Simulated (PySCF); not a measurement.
## Se: electron affinity

Se⁻ [Ar] 3d10 4s2 4p5 (2P) → Se [Ar] 3d10 4s2 4p4 (3P), as a difference of total energies. Computed with PySCF 2.14 in aug-cc-pVDZ-DK (6s5p3d, 36 functions), with scalar relativity by spin-free X2C-1e. Correlated levels: valence: [Ar] 3d10 frozen. The calculations carry no spin-orbit coupling.

```
           method  electron affinity (eV)  plus first-order spin-orbit estimate  error of that sum (eV)
              UHF                   0.957                                 0.942                  -1.079
              LDA                   2.349                                 2.333                  +0.312
              PBE                   2.102                                 2.087                  +0.066
             PBE0                   2.029                                 2.014                  -0.007
           r2SCAN                   2.073                                 2.058                  +0.037
            wB97X                   2.104                                 2.089                  +0.068
             PW91                   2.160                                 2.145                  +0.124
           PBEsol                   2.108                                 2.092                  +0.071
          LC-wPBE                   1.988                                 1.973                  -0.048
    MP2 (valence)                   1.720                                 1.705                  -0.316
SCS-MP2 (valence)                   1.700                                 1.685                  -0.336
```

Reference: 2.021 eV (measured; photodetachment measurements, as compiled on the Wikipedia data page of electron affinities).

A first-order spin-orbit estimate (lowest level to lowest level, LS coupling) adds -0.015 eV.

Errors of the correlated levels include the incompleteness of this basis and the frozen core.

In the anion the highest occupied orbital energy is positive at LDA, PBE, PBE0, r2SCAN, PW91, PBEsol, a self-interaction effect; the basis confines that electron, and the energy difference can still be sensible.
